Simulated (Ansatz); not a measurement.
```yaml
crystal:
  periodic: [false, false, false]
  atoms:
    - {symbol: C, position_ang: [-0.011108, -1.290433, 0.863243]}
    - {symbol: S, position_ang: [1.374147, -0.758556, -0.210159]}
    - {symbol: Hf, position_ang: [0.136454, 1.203109, -0.869699]}
    - {symbol: F, position_ang: [-1.501595, 0.645009, -1.659709]}
    - {symbol: F, position_ang: [1.174545, 2.223593, -2.084770]}
    - {symbol: F, position_ang: [-0.286439, 2.206543, 0.690155]}
    - {symbol: H, position_ang: [-0.361827, -2.263302, 0.523919]}
    - {symbol: H, position_ang: [0.347358, -1.355739, 1.888839]}
    - {symbol: H, position_ang: [-0.871535, -0.610234, 0.858181]}
basis:
  gaussian: {orbitals: def2-TZVP, fitting: {mean_field: cc-pVTZ-jkfit}}
total_charge: 1
magnetization: {spin_polarized: true, initial_magnetization: 1}
hamiltonian: {xc: {name: HSE06}, dispersion: d4, pseudopotentials: {relativity: none}}
output: {forces: true}
```

```sh
$ ansatz run in.yaml --threads 2 --pin off --events-out ev --progress --plain --max-ram 20480MiB --backend cpu
```

**Question.** How does Ansatz answer? (Estimate.)

**Answer.** Computed: The input was rejected before any iteration.
```
Functional definition: HSE06
Error: <dir> the basis set cc-pVTZ-JKFIT has no functions for Hf
```

HSE06 is defined as in plane-wave codes.
